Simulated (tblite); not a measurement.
Compound: C3H3F3O3S.
SMILES with atom numbers: `[O:1]=[S:2](=[O:3])(/[CH:4]=[CH:5]/[OH:6])[C:7]([F:8])([F:9])[F:10]` (hydrogens: H11 on C4; H12 on C5; H13 on O6)

Geometry (GFN2-xTB, Å), atoms numbered from 1 in this order:
```
atom  x, y, z in Å
O1    -0.4893   -0.9719   -1.6720
S2    -0.7025   -0.9888   -0.2591
O3    -1.2605   -2.1434    0.3622
C4     0.7354   -0.4234    0.5812
C5     1.6667    0.1844   -0.1484
O6     2.7894    0.6872    0.3633
C7    -1.8927    0.4467    0.0921
F8    -1.3528    1.5676   -0.3952
F9    -2.0387    0.6075    1.4066
F10   -3.0840    0.2743   -0.4552
H11    0.7757   -0.5850    1.6403
H12    1.4979    0.2651   -1.2173
H13    3.3511    1.0804   -0.3163
```

Calculated harmonic vibrations of the isolated species, GFN2-xTB (tblite), most abundant isotopes, no scaling. Errors from tens to a few hundred cm⁻¹ against measured bands are possible. One conformer, not necessarily the lowest.

Harmonic wavenumbers (cm⁻¹): 32.9, 43.3, 116.3, 137.2, 154.0, 184.6, 268.0, 287.9, 302.0, 365.2, 375.9, 429.8, 464.6, 474.5, 500.2, 525.9, 659.8, 716.1, 800.2, 982.5, 1058.5, 1080.1, 1097.8, 1127.8, 1159.1, 1185.5, 1236.9, 1293.0, 1312.9, 1675.1, 3032.0, 3161.5, 3507.7.

A = 1739, B = 869.4, C = 748.2 MHz; mass 175.975 u (most abundant isotopes); point group C1, symmetry number 1.

Zero-point energy?

½Σν̃ = 14874 cm⁻¹ = 42.53 kcal/mol.

What is S at 350 K and 1 bar for an ideal gas of classical rigid rotors and harmonic oscillators?

Translation 42.23, rotation 30.51, vibration 38.58: S = 111.3 cal/(mol K).

And Cp and H(350 K) − H(0)?

Cp = 42.63 cal/(mol K), of which vibrations give 34.68 (their classical limit is 33 R = 65.6); H(350 K) − H(0) = 9.54 kcal/mol without the zero-point energy, 6.76 from vibrations.

Blend soft modes into free rotors: weight 1/[1 + (100 cm⁻¹/ν̃)⁴] for the oscillator and the rest for a rotor with moment μB/(μ + B), μ = h/(8π²ν), B = 10⁻⁴⁴ kg m². What vibrational entropy results?

34.87 cal/(mol K) in place of 38.58, which changes −T·S at 350 K by +1.30 kcal/mol.

Which modes carry the vibrational entropy at 350 K?

32.9 cm⁻¹: 5.96; 43.3 cm⁻¹: 5.42; 116.3 cm⁻¹: 3.47; 137.2 cm⁻¹: 3.15; 154.0 cm⁻¹: 2.93; 184.6 cm⁻¹: 2.58 cal/(mol K); the other 27 give 15.06 together.

Hindered rotation and anharmonicity are outside this model. Other conformers, if any are populated, would add a mixing term that is left out. The structure is chiral; the term R ln 2 for an equal mix with its mirror image is left out.

On Arm Neoverse V2, one thread, no GPU, on a shared host, this took 0.37 s. The figure is for the frequency step alone.
